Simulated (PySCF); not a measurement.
Computed IR spectrum (relative IR intensity) of a molecule CH₇ClN₂Si. Geometry: PBE0-D3(BJ)/def2-SVP. Other conformers were not sampled. Level of theory: PBE0-D3(BJ)/def2-SVP (PySCF). Frequencies are harmonic and unscaled.

Lines under 2 % of the strongest are left out, and lines within 2 cm⁻¹ are merged.

ν (cm⁻¹): 120 (vw), 229 (w), 265 (m), 304 (w), 347 (w), 478 (m), 541 (vs), 635 (w), 698 (m), 800 (w), 827 (s), 878 (s), 886 (vs), 924 (s), 1078 (w), 1115 (vw), 1421 (vw), 1549 (m), 1644 (w), 2252 (s), 3051 (w), 3116 (vw), 3600 (m), 3615 (vw), 3697 (m) (against the strongest line: vs over 80 %, s over 45 %, m over 15 %, w over 4 %, vw less)

Q: Identify the compound among the candidates.
A) NC[Si@@H](N)Cl
B) CN[Si@H](N)Cl
C) C[Si](N)(N)Cl

A: A, NC[Si@@H](N)Cl
